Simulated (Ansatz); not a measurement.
Reaction (substitution at a C–Cl bond): `ClBCCl` + `[OH][GeH3]` → `ClBC[O][GeH3]` + HCl

Computed with Ansatz on PBE0-D4/def2-TZVP structures; ΔE is electronic, products minus reactants. CCSD(T)/CBS adds triple-zeta CCSD(T) − MP2 to the extrapolated MP2 energy (def2 sets, frozen cores). This one scheme is used for every species. DFT in def2-TZVPP. B3LYP here is the variant with VWN-RPA as its local correlation; programs differ in this. For Ge outer-core shells are correlated without core-valence functions, which leaves a few kJ/mol of doubt a bond. Scalar relativity is left out up to krypton. Each species was taken in one conformer, which may not be the lowest.

```
             level  ΔE (kJ/mol)
          B3LYP-D4         28.2
SCS-MP2/def2-TZVPP         32.1
CCSD(T)/def2-TZVPP         28.1
SCS-MP2/def2-QZVPP         34.1
```

(1) What does CCSD(T)/CBS give? (Estimate.)

Largest T1 diagnostic among the species: 0.012.

Answers

(1) Ansatz gave: +31.4 kJ/mol. The listed levels differ from it by -3.2, 0.7, -3.3, 2.7 kJ/mol.

The D4 term adds −3.6 kJ/mol with B3LYP and −2.4 kJ/mol with PBE0; it sums over pairs of atoms, weighted by their polarisabilities, and B3LYP, whose exchange is more repulsive, gets the larger term.
